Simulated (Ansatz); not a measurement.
Ansatz (a program for electronic structure) input (B3LYP-D3(BJ)/def2-TZVP):

Ansatz 0.2 input:
```yaml
crystal:
  periodic: [false, false, false]
  atoms:
    - {symbol: C, position_ang: [0.88754095, -0.08926283, -0.08608249]}
    - {symbol: F, position_ang: [1.65003865, 0.76746365, 0.57404396]}
    - {symbol: C, position_ang: [-0.58550223, 0.01523300, 0.05427683]}
    - {symbol: F, position_ang: [-0.99664059, 0.05869871, 1.32867310]}
    - {symbol: F, position_ang: [-1.10490147, 1.11535567, -0.53746927]}
    - {symbol: F, position_ang: [-1.17281186, -1.03809921, -0.52487398]}
    - {symbol: H, position_ang: [1.36924646, -0.71119488, -0.81741143]}
basis:
  gaussian:
    orbitals: def2-TZVP
hamiltonian:
  xc: b3lyp
  dispersion: d3bj
magnetization: {spin_polarized: true, initial_magnetization: 1}
relax: {f_tol: 0.002, max_steps: 150}
```

End of the output:

```
1028 factors; their error is unknown
mean field: 1.18 GiB planned
mean field evaluation 96: about -12961.5982 eV, gradient 1.3e-5 eV
mean field -12961.59822822 eV, -476.3299492002 hartree, gradient 1.3e-5 eV, S^2 0.753504; 1 other end points of the search recorded, 0 dependent functions left out
the calculation of the forces begins
reference -12961.59840816 eV, -476.3299558129 hartree; 25, 24 occupied and 167, 168 virtual orbitals, 1028 factors
Total energy: -12961.76162863 eV, -476.3359540545 hartree
Atom 0 at     0.887246    -0.144655    -0.043762 Å, force    -0.000420    -0.000044    -0.000168 eV/Å
Atom 1 at     1.607586     0.790374     0.562663 Å, force     0.000487     0.000297     0.000181 eV/Å
Atom 2 at    -0.587927     0.003052     0.062898 Å, force    -0.000031    -0.000261    -0.000200 eV/Å
Atom 3 at    -0.996596     0.070190     1.341313 Å, force     0.000008     0.000061    -0.000011 eV/Å
Atom 4 at    -1.044434     1.121190    -0.549303 Å, force     0.000091    -0.000018     0.000116 eV/Å
Atom 5 at    -1.179903    -1.051732    -0.522848 Å, force    -0.000026    -0.000057    -0.000038 eV/Å
Atom 6 at     1.360997    -0.670226    -0.859805 Å, force    -0.000110     0.000023     0.000121 eV/Å
Dipole moment:     0.276383    -0.166789    -0.190948 e Å
```

It need not be the lowest isomer of its formula.
